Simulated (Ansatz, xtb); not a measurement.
C6H9Br: which of two isomers lies lower

Structure X: `C=C[C@H]1C[C@@H](Br)C1`, a singlet. Structure Y: `C=C[C@@H]1CC[C@H]1Br`, a singlet. Both are isolated molecules in the gas phase, relaxed with PBE-D3(BJ)/def2-SVP; the shapes shown needn't be the lowest conformers.

X (Å):

```json
{"atom": "C", "x (Å)": "-0.6127", "y (Å)": "-2.3455", "z (Å)": "-1.4228"}
{"atom": "C", "x (Å)": "-0.0105", "y (Å)": "-1.2293", "z (Å)": "-0.9764"}
{"atom": "C", "x (Å)": "0.7203", "y (Å)": "-1.1001", "z (Å)": "0.3205"}
{"atom": "C", "x (Å)": "2.1753", "y (Å)": "-0.5258", "z (Å)": "0.3040"}
{"atom": "C", "x (Å)": "1.8338", "y (Å)": "0.2061", "z (Å)": "1.6115"}
{"atom": "C", "x (Å)": "0.3391", "y (Å)": "0.0761", "z (Å)": "1.2787"}
{"atom": "Br", "x (Å)": "2.5726", "y (Å)": "2.0009", "z (Å)": "1.8951"}
{"atom": "H", "x (Å)": "-0.6040", "y (Å)": "-3.2769", "z (Å)": "-0.8320"}
{"atom": "H", "x (Å)": "-1.1354", "y (Å)": "-2.3715", "z (Å)": "-2.3915"}
{"atom": "H", "x (Å)": "-0.0402", "y (Å)": "-0.3133", "z (Å)": "-1.5970"}
{"atom": "H", "x (Å)": "0.6955", "y (Å)": "-2.0645", "z (Å)": "0.8692"}
{"atom": "H", "x (Å)": "2.3009", "y (Å)": "0.1924", "z (Å)": "-0.5311"}
{"atom": "H", "x (Å)": "3.0265", "y (Å)": "-1.2340", "z (Å)": "0.3058"}
{"atom": "H", "x (Å)": "2.1222", "y (Å)": "-0.3700", "z (Å)": "2.5105"}
{"atom": "H", "x (Å)": "-0.0155", "y (Å)": "0.9517", "z (Å)": "0.6985"}
{"atom": "H", "x (Å)": "-0.3679", "y (Å)": "-0.1213", "z (Å)": "2.1078"}
```

Y (Å):

```xyz
16

C    -1.5964    2.7717    0.7075
C    -0.3816    2.1987    0.6464
C    -0.0496    0.9706   -0.1318
C     0.7354   -0.2033    0.5402
C     1.4924   -0.4287   -0.7950
C     1.1169    1.0177   -1.1527
Br    0.7012    1.4653   -3.0139
H    -1.7753    3.6855    1.2948
H    -2.4574    2.3450    0.1665
H     0.4605    2.6560    1.2002
H    -0.9530    0.5704   -0.6371
H     1.4049    0.1696    1.3417
H     0.1307   -1.0394    0.9414
H     2.5686   -0.6865   -0.7695
H     0.9607   -1.1499   -1.4463
H     1.8950    1.7427   -0.8439
```

Problem. Estimate E(Y) − E(X) at the level CCSD(T)/def2-SVP + ΔMP2/def2-TZVPP.

Solution. CCSD(T)/def2-SVP + ΔMP2/def2-TZVPP gives E(Y) − E(X) = −0.42 kcal/mol, slightly favouring structure Y, which is too small a margin to settle the true order.

How the difference moves with the method:

```tsv
level	geometry	E(Y) − E(X) (kcal/mol)	departure from the last row (kcal/mol)	job, with rough time for the two
GFN2-xTB	GFN2-xTB	−0.35	+0.06	optimisation, 1.5 s
HF/STO-3G	GFN2-xTB	−0.36	+0.06	single point, 3.1 s
r2SCAN-D4/def2-SVP	GFN2-xTB	−0.26	+0.15	single point, 17 s
PBE-D3(BJ)/def2-SVP	PBE-D3(BJ)/def2-SVP	−0.36	+0.06	optimisation, 2.7 min
HF/def2-SVP	PBE-D3(BJ)/def2-SVP	−0.09	+0.33	part of the CCSD(T) run
MP2/def2-SVP	PBE-D3(BJ)/def2-SVP	−0.64	−0.22	part of the CCSD(T) run
CCSD(T)/def2-SVP	PBE-D3(BJ)/def2-SVP	−0.44	−0.03	single point
CCSD(T)/def2-SVP + ΔMP2/def2-TZVPP	PBE-D3(BJ)/def2-SVP	−0.42		single point, 9.2 min
```

As drawn, both hold the same kinds of bond in the same numbers.

The largest departure from CCSD(T)/def2-SVP + ΔMP2/def2-TZVPP is that of HF/def2-SVP, 0.33 kcal/mol. The last row adds to CCSD(T) the change of the MP2 difference between the two basis sets, here +0.03 kcal/mol.

With thermal terms from frequencies at re-optimised GFN2-xTB minima (ideal gas, soft modes damped towards free rotors, one conformer each, 298.15 K, 1 atm): on the last row, ΔE + ΔZPE = −0.40, ΔH = −0.37, ΔG = −0.53 kcal/mol.

The correlated steps freeze 15 core orbitals; the filled d shell of Br is correlated, in a basis made for valence electrons. Run with Ansatz 0.2.0, xtb 6.7.1; the last row on 2 threads of Intel(R) Xeon(R) Processor @ 2.50GHz (Skylake/Cascade Lake) on a shared host.
